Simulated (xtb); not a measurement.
Si(H)(NHSiH3)3 (H13N3Si4), SMILES [SiH3]N[SiH](N[SiH3])N[SiH3]. All values are semi-empirical tight-binding results from xtb (GFN2-xTB unless named), good for trends rather than for accurate numbers. Geometry: GFN2-xTB. One conformer was computed; it need not be the lowest.

Optimised geometry:

```xyz
20

Si    -0.0451    -0.1936    -0.7884
N      1.5119     0.5364    -0.6286
Si     3.0385    -0.2384    -0.4180
N     -1.2044     1.0944    -0.7695
Si    -1.3798     2.3263     0.4296
N     -0.2059    -1.3086     0.5221
Si    -1.6511    -2.0561     1.0919
H     -0.2469    -0.9065    -2.0542
H      1.5416     1.4840    -0.9623
H      3.0148    -1.0035     0.8332
H      4.0198     0.8453    -0.3483
H      3.3495    -1.1511    -1.5241
H     -2.0437     0.8827    -1.2813
H     -1.7791     1.8128     1.7469
H     -2.4240     3.2116    -0.0949
H     -0.0997     3.0262     0.5455
H      0.5944    -1.3658     1.1278
H     -2.5564    -1.1086     1.7574
H     -1.2178    -3.0842     2.0404
H     -2.3392    -2.6324    -0.0650
```

Computed properties:
- orbital gap = 5.17 eV
- dipole moment = 0.24 D
- zero-point energy = 79.9 kcal/mol
- G − E(el) at 298.15 K (modified RRHO) = 53.6 kcal/mol
- static polarisability (D4 model) = 144.4 bohr³
- solvation energy, GFN2-xTB/ALPB(water) = 0.4 kcal/mol
- solvation energy, GFN2-xTB/ALPB(ether) = -6.2 kcal/mol

Computed atomic charges and the Wiberg bond orders between heavy atoms:
charges (e) Si1 0.58, N2 -0.46, Si3 0.49, N4 -0.46, Si5 0.49, N6 -0.46, Si7 0.49, H8 -0.10, H9 0.15, H10 -0.11, H11 -0.11, H12 -0.11, H13 0.14, H14 -0.11, H15 -0.11, H16 -0.10, H17 0.15, H18 -0.11, H19 -0.11, H20 -0.11. Bond orders Si1–N2 1.02, N2–Si3 1.07, Si1–N4 1.00, N4–Si5 1.07, Si1–N6 1.03, N6–Si7 1.07.
